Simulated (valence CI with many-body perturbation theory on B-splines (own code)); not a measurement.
Results of a calculation; reference values are marked as such.
**Ladder of approximations for Re35+**

Method: configuration interaction combined with many-body perturbation theory (CI+MBPT): four valence electrons over a frozen Dirac-Fock core [Kr], radial functions for each j: 9 s, 9 p, 10 d, 8 f, 5 g, 3 h, 1 i, with the one-electron correlation potential Σ1 (screened to all orders), the two-electron term Σ2, the three-electron term Σ3, Breit, model QED; selected single and double excitations, second order for the rest (own B-spline code, finite nucleus).

The last digits are not significant, and no measured levels were compared; by estimate large intervals hold to a few tenths of a per cent, small ones and those within an open d or f shell to about a per cent. Only levels of the ground parity were solved; by the run's estimate the other parity begins above the list, which can be wrong where configurations are misplaced.

Each rung adds one term. CI alone is the Dirac-Coulomb CI over the frozen core; QED comes last and gives the full result, which names the levels. Energies are above (4d3/2^4) J=0 on the same rung, in cm⁻¹.

Levels are named by their leading jj configuration (3d3/2^4 stands for four electrons in 3d with j = 3/2), which in mixed levels can hold well under half, so a name can repeat and another be missing. Letters in brackets count levels of one name in rising energy.

```
                    Level  CI alone
      (4d3/2^3 4d5/2) J=1    128215
      (4d3/2^3 4d5/2) J=4    173534
      (4d3/2^3 4d5/2) J=2    173860
      (4d3/2^3 4d5/2) J=3    187073
(4d3/2^2 4d5/2^2) J=0 [a]    286148
(4d3/2^2 4d5/2^2) J=2 [a]    292530
(4d3/2^2 4d5/2^2) J=4 [a]    299549
(4d3/2^2 4d5/2^2) J=3 [a]    303962
    (4d3/2^2 4d5/2^2) J=5    322455
    (4d3/2^2 4d5/2^2) J=1    329323
    (4d3/2^2 4d5/2^2) J=6    335573
(4d3/2^2 4d5/2^2) J=3 [b]    346115
(4d3/2^2 4d5/2^2) J=4 [b]    348690
(4d3/2^2 4d5/2^2) J=2 [b]    350379
(4d3/2^2 4d5/2^2) J=2 [c]    386829
(4d3/2^2 4d5/2^2) J=4 [c]    404078
```

(1) What do these energies become with core correlation, Breit and QED?

(2) How does the ionisation energy move along the ladder, and which term matters most?

## Answers

(1) (4d3/2^3 4d5/2) J=1 127177 (-1038); (4d3/2^3 4d5/2) J=4 167663 (-5871); (4d3/2^3 4d5/2) J=2 170129 (-3731); (4d3/2^3 4d5/2) J=3 181726 (-5347); (4d3/2^2 4d5/2^2) J=0 [a] 283450 (-2698); (4d3/2^2 4d5/2^2) J=2 [a] 288345 (-4185); (4d3/2^2 4d5/2^2) J=4 [a] 293643 (-5905); (4d3/2^2 4d5/2^2) J=3 [a] 297859 (-6103); (4d3/2^2 4d5/2^2) J=5 313311 (-9145); (4d3/2^2 4d5/2^2) J=1 323720 (-5603); (4d3/2^2 4d5/2^2) J=6 324633 (-10939); (4d3/2^2 4d5/2^2) J=3 [b] 337245 (-8870); (4d3/2^2 4d5/2^2) J=4 [b] 338740 (-9951); (4d3/2^2 4d5/2^2) J=2 [b] 342437 (-7941); (4d3/2^2 4d5/2^2) J=2 [c] 381373 (-5457); (4d3/2^2 4d5/2^2) J=4 [c] 394062 (-10016).

(2) CI alone 1526.6, + Σ1 1529.3, + Σ2 1531.7, + Σ3 1531.7, + Breit 1530.7, + QED 1530.8 eV. The largest step is Σ1, 2.8 eV. NIST lists 1530 ± 5 eV (theoretical).
